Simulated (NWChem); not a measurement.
The numbers come from NWChem runs, not from measurements. System: H$_{3}$O$_{3}$Si, charge 0, spin multiplicity 2, at a geometry optimised with UPBE0/def2-SVP. The structure started from a generated list of species. Its SCF solution wasn't tested for a lower state. Level: UMP2/def2-TZVP, 8 core orbitals frozen.

Input file:

```
start mol
memory heap 200 mb stack 900 mb global 1100 mb
geometry units angstroms nocenter noautoz noautosym
  O     -0.871856    -0.895843    -0.881405
  Si    -0.164119    -0.036464     0.351932
  O     -0.202411     1.563139    -0.119914
  O      1.365365    -0.659324     0.500904
  H     -1.643361    -0.487295    -1.286802
  H      0.002036     2.206818     0.565804
  H      1.610217    -1.272800    -0.202736
end
basis spherical
  * library def2-tzvp
end
scf
  uhf
  nopen 1
  maxiter 100
  thresh 1e-7
  semidirect memsize 60000000 filesize 0
  # guess.movecs holds the orbitals of an unrestricted PBE0 run
  vectors input guess.movecs output mol.movecs
end
mp2
  freeze core 8
end
task mp2 energy
```

Output (cleaned and shortened):

```
             Northwest Computational Chemistry Package (NWChem) 7.3.0
             --------------------------------------------------------

                                NWChem Input Module
                                -------------------

 Scaling coordinates for geometry "geometry" by  1.889725989
 (inverse scale =  0.529177249)

                             Geometry "geometry" -> ""
                             -------------------------

 Output coordinates in angstroms (scale by  1.889725989 to convert to a.u.)

  No.       Tag          Charge          X              Y              Z
 ---- ---------------- ---------- -------------- -------------- --------------
    1 O                    8.0000    -0.87185600    -0.89584300    -0.88140500
    2 Si                  14.0000    -0.16411900    -0.03646400     0.35193200
    3 O                    8.0000    -0.20241100     1.56313900    -0.11991400
    4 O                    8.0000     1.36536500    -0.65932400     0.50090400
    5 H                    1.0000    -1.64336100    -0.48729500    -1.28680200
    6 H                    1.0000     0.00203600     2.20681800     0.56580400
    7 H                    1.0000     1.61021700    -1.27280000    -0.20273600

 Effective nuclear repulsion energy (a.u.)     176.2976952427

            Nuclear Dipole moment (a.u.)
            ----------------------------
        X                 Y               Z
 ---------------- ---------------- ----------------
     0.0000188973     0.0000056692    -0.0000113384


 Summary of "ao basis" -> "" (spherical)
 ------------------------------------------------------------------------------
       Tag                 Description            Shells   Functions and Types
 ---------------- ------------------------------  ------  ---------------------
 *                         def2-tzvp                  on all atoms

 Summary of "ao basis" -> "ao basis" (spherical)
 ------------------------------------------------------------------------------
       Tag                 Description            Shells   Functions and Types
 ---------------- ------------------------------  ------  ---------------------
[...]
  AO/Fock/Back tols     =   1.0D-09  1.0D-09  1.0D-09

 GA uses MA = F    GA memory limited = T

 Available:
  local mem=  1.26D+08
 global mem=  1.44D+08
 local disk=  0.00D+00
  mp2_memr nvloc                   127
  nvloc new                   127
   1 passes of  13:        5242880                     127201                  59859499.
   1 passes of  13: M    126148606           G      144135392           F     120905726.

 Semi-direct pass number   1 of   1  for UHF alpha       at       23.7s
  vrange nnbf                 10657
  mp2_eaftype                   228  avail_ma_in_mb                  1099
 EAF : mp2_eaftype filesize         228   29929750.
  mp2_eaf for mointskh                    228
Node 0 wrote    140.8 Mb in      0.1 s     Agg I/O rate:  1145.2 Mb/s
 Done moints_semi at       31.2s
  mp2_eaftype                   228  avail_ma_in_mb                   871
 EAF : mp2_eaftype filesize         228   29929750.
  mp2_eaf for kh                   228
 Done maket at       31.6s
 Done multipass loop at       31.6s

 GA uses MA = F    GA memory limited = T

 Available:
  local mem=  1.26D+08
 global mem=  1.44D+08
 local disk=  0.00D+00
  mp2_memr nvloc                   128
  nvloc new                   128
   1 passes of  12:        5242880                     121453                  55692612.
   1 passes of  12: M    126148606           G      144135392           F     120905726.

 Semi-direct pass number   1 of   1  for UHF beta        at       31.7s
  vrange nnbf                 10657
  mp2_eaftype                   212  avail_ma_in_mb                  1099
 EAF : mp2_eaftype filesize         212   27846306.
  mp2_eaf for mointskh                    212
Node 0 wrote    131.0 Mb in      0.1 s     Agg I/O rate:  1261.2 Mb/s
 Done moints_semi at       38.7s
  mp2_eaftype                   212  avail_ma_in_mb                   887
 EAF : mp2_eaftype filesize         212   27846306.
  mp2_eaf for kh                   212
 Done maket at       39.1s
 Done multipass loop at       39.1s

          -------------------------------------------
          SCF energy                -515.498624408868
          Correlation energy          -0.808194429039
          Singlet pairs                0.000000000000
          Triplet pairs                0.000000000000
          Total MP2 energy          -516.306818837907
          -------------------------------------------

          ---------------------------------------------------
                    Spin Component Scaled (SCS) MP2
          Same spin pairs                     -0.209588880964
          Same spin scaling factor             0.333333333333
          Opposite spin pairs                 -0.598605548076
          Opposite spin scaling fact.          1.200000000000
          SCS-MP2 correlation energy          -0.788189618012
          Total SCS-MP2 energy              -516.286814026880
          ---------------------------------------------------

 -----------------------
 Performance information
 -----------------------

 Timer overhead =  1.11D-07 seconds/call

               Nr. of calls         CPU time (s)                 Wall time (s)                GFlops
             ---------------    -------------------     ------------------------------   -------------------
Name         Min   Avg   Max    Min     Avg     Max     Min     Avg     Max   Mx/calls   Min     Max     Sum
mp2: moin     2     2     2    15.     15.     15.      15.     15.     15.     7.3      0.0     0.0     0.0
mp2: make     2     2     2   0.81    0.81    0.81     0.81    0.81    0.81    0.41      0.0     0.0     0.0
mp2: tota     1     1     1    15.     15.     15.      15.     15.     15.     15.      0.0     0.0     0.0

 The average no. of pstat calls per process was 5.00D+00
 with a timing overhead of 5.53D-07s

 Task  times  cpu:       39.0s     wall:       39.0s

 Total times  cpu:       39.1s     wall:       39.1s
```
